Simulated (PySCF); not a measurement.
CH8BOP.
Atom-mapped SMILES: `[CH3:1][O:2][BH2-:3][PH3+:4]` (hydrogens: H5, H6, H7 on C1; H8, H9 on B3; H10, H11, H12 on P4)

Computed with PySCF at B3LYP/def2-SVPD, non-relativistic, on one gas-phase PBE0-D3(BJ)/def2-SVP geometry that isn't relaxed in the solvent. The solvent is an IEF-PCM continuum (van der Waals radii × 1.2), and excitations are vertical TDDFT with non-equilibrium linear response and a frozen core. Only the electrostatic response of the medium enters.

Gas-phase singlets (H = HOMO, L = LUMO):

```
state  E (eV)  λ (nm)      f  leading configurations
   S1   5.286     235  0.001               H→L+1 96%
   S2   5.389     230  0.001                 H→L 96%
   S3   5.773     215  0.028               H→L+2 98%
   S4   6.027     206  0.020               H→L+3 99%
   S5   6.582     188  0.017             H-1→L+1 98%
```

Question: Give the list for chloroform (ε = 4.711), n² = 2.09.

Answer: 
```csv
state,E (eV),λ (nm),f,leading configurations,change by rank (eV)
S1,5.723,217,0.009,"H→L 86%, H→L+1 13%",+0.437
S2,5.979,207,0.003,"H→L+1 86%, H→L 13%",+0.590
S3,6.375,194,0.044,H→L+2 98%,+0.602
S4,6.428,193,0.029,H→L+3 99%,+0.401
S5,6.933,179,0.046,"H-1→L 81%, H-1→L+1 17%",+0.351
```

Question: The ground-state energy changes by -0.236 eV from gas to chloroform. By how much does the total energy of gas-phase S5 change?

Answer: E(S5) = E(S0) + excitation energy, so it changes by -0.236 + 0.351 = +0.115 eV: it isn't lowered at all, while the ground state is. This is the vertical state, with the slow part of the continuum still set for S0.

Question: How do the frontier levels move from gas to chloroform?

Answer: 
```
orbital  gas (eV)  solvent (eV)  change (eV)
 LUMO+2      0.21          0.67        +0.46
 LUMO+1     -0.09          0.29        +0.38
   LUMO     -0.18          0.18        +0.36
   HOMO     -6.36         -6.55        -0.19
 HOMO-1     -7.68         -7.76        -0.08
 HOMO-2     -8.85         -8.87        -0.02
 HOMO-3     -8.88         -8.96        -0.08
```

The HOMO–LUMO gap goes from 6.18 to 6.73 eV. Rows go by rank; for HOMO-3, HOMO-2, LUMO, LUMO+1 and LUMO+2 the atom shares or the degeneracy differ between the runs, so the row needn't follow one orbital.

Shape of the structure used: `[CH3:1][O:2][BH2-:3][PH3+:4]`: C1–O2–B3–P4 -178°.
